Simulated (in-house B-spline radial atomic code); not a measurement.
Correlation energy from the adiabatic connection: −Z/r, Z = 0.926, wall at 5.33 bohr

Two electrons in a singlet, external potential −Z/r, Z = 0.926, wall at 5.33 bohr (atomic units). Full CI in B-splines (partial waves to l = 8, correlation up to 0.6 % small) with the density held fixed gives W(λ) = <V_ee>_λ − U, and E_c is the integral of W(λ) − W(0) from 0 to 1.

```
   λ  W(λ) − W(0) (hartree)
   0                0.00000
0.02               -0.00188
0.05               -0.00462
0.12               -0.01071
0.25               -0.02096
 0.4               -0.03136
 0.6               -0.04326
 0.8               -0.05339
   1               -0.06212
```

Problem. Integrate the table by the trapezoid rule.

Solution. The strips give -0.00002, -0.00010, -0.00054, -0.00206, -0.00392, -0.00746, -0.00967, -0.01155, which sum to -0.03531 hartree. The direct value, W(1) − W(0) + T_c with T_c = 0.02669, is -0.03543; the curve is convex, so chords lie above it and the trapezoids fall short in size by 0.32 %.

Problem. Now use only three numbers: W(0) = -0.46269, the initial slope W'(0) = -0.09478 (extrapolated from the first points) and the strong-coupling limit of the point-charge-plus-continuum model, W∞ = -0.58644. What do second-order theory and the interpolation W(λ) = W∞ + (W(0) − W∞)/√(1 + 2χλ) of Seidl, Perdew and Levy give?

Solution. Second order keeps the slope alone: E_c = W'(0)/2 = -0.04739, +34 % in size against -0.03543. Matching the slope fixes χ = W'(0)/(W∞ − W(0)) = -0.09478/(-0.12375) = 0.76590. Integrating, with s = √(1 + 2χ) = 1.591162, E_c = −(W(0) − W∞)(s − 1)/(s + 1) = −0.12375 × 0.591162/2.591162 = -0.02823 hartree, -20.3 % in size against the full result. At λ = 1 the formula gives W − W(0) = -0.04598 against -0.06212. Part of the miss can come from the model's W∞, which here lies above the computed W at λ = 10, -0.61491.
